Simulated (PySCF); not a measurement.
Heteronuclear NMR

Molfile (atoms numbered from 1):
```
C4H9NSi3
     RDKit          3D

 17 17  0  0  0  0  0  0  0  0999 V2000
    2.2935   -0.0626    1.2833 C   0  0  0  0  0  0  0  0  0  0  0  0
    2.1304    0.2347    0.0029 C   0  0  0  0  0  0  0  0  0  0  0  0
    0.4502    0.4744   -0.8083 Si  0  0  2  0  0  4  0  0  0  0  0  0
   -1.0823    1.9016    0.2589 Si  0  0  0  0  0  4  0  0  0  0  0  0
   -2.2058   -0.1176    0.6388 Si  0  0  0  0  0  4  0  0  0  0  0  0
   -0.7882   -0.9963   -0.3857 C   0  0  2  0  0  0  0  0  0  0  0  0
   -0.1795   -2.0456    0.3379 C   0  0  0  0  0  0  0  0  0  0  0  0
    0.3227   -2.8660    0.9653 N   0  0  0  0  0  0  0  0  0  0  0  0
    1.4566   -0.2016    1.9488 H   0  0  0  0  0  0  0  0  0  0  0  0
    3.2676   -0.2001    1.7267 H   0  0  0  0  0  0  0  0  0  0  0  0
    3.0130    0.3561   -0.6137 H   0  0  0  0  0  0  0  0  0  0  0  0
    0.6774    0.4869   -2.2649 H   0  0  0  0  0  0  0  0  0  0  0  0
   -1.7721    2.9013   -0.5680 H   0  0  0  0  0  0  0  0  0  0  0  0
   -0.6179    2.6585    1.4288 H   0  0  0  0  0  0  0  0  0  0  0  0
   -2.2833   -0.6781    1.9893 H   0  0  0  0  0  0  0  0  0  0  0  0
   -3.4989   -0.4054    0.0046 H   0  0  0  0  0  0  0  0  0  0  0  0
   -1.1904   -1.4281   -1.3052 H   0  0  0  0  0  0  0  0  0  0  0  0
  1  2  2  0
  2  3  1  0
  3  4  1  0
  4  5  1  0
  5  6  1  0
  6  7  1  0
  7  8  3  0
  6  3  1  0
  1  9  1  0
  1 10  1  0
  2 11  1  0
  3 12  1  6
  4 13  1  0
  4 14  1  0
  5 15  1  0
  5 16  1  0
  6 17  1  6
M  END
```

No solvent, non-relativistic Hamiltonian, a single conformation. GFN2-xTB structure; PBE0/pcSseg-1 with gauge-including orbitals; PySCF 2.14.0 with density-fitted response routines.

(1) What are the ²⁹Si shifts?

(2) Predict the ¹⁵N NMR data.

Results:

(1) 
```tsv
atoms	environment	σ (ppm)	δ (ppm)
Si3	silicon bonded to 2 C, Si, H, in a 4-membered ring	381.4	-33.5
Si5	silicon bonded to C, Si, 2 H, in a 4-membered ring	396.2	-45.7
Si4	silicon bonded to 2 Si, 2 H, in a 4-membered ring	429.7	-73.3
```

Shieldings were converted by a linear fit to measured shifts: ²⁹Si (scatter 8.9 ppm rms, 25.8 ppm with the 6 outliers that the fit left out vs TMS, solution or neat liquid). Occasional misses reach two or three times the rms, and more in compound classes unlike the fitted ones.

On a 400 MHz spectrometer ²⁹Si resonates near 79.5 MHz, so 1 ppm is 79.5 Hz.

(2) 
| atoms | environment | σ (ppm) | δ (ppm) |
| --- | --- | --- | --- |
| N8 | nitrile nitrogen | -30.9 | -119.6 |

Shieldings were converted by a linear fit to measured shifts: ¹⁵N (scatter 6.3 ppm rms vs CH3NO2, solution or neat liquid). Occasional misses reach two or three times the rms, and more in compound classes unlike the fitted ones.

On a 400 MHz spectrometer ¹⁵N resonates near 40.5 MHz, so 1 ppm is 40.5 Hz.
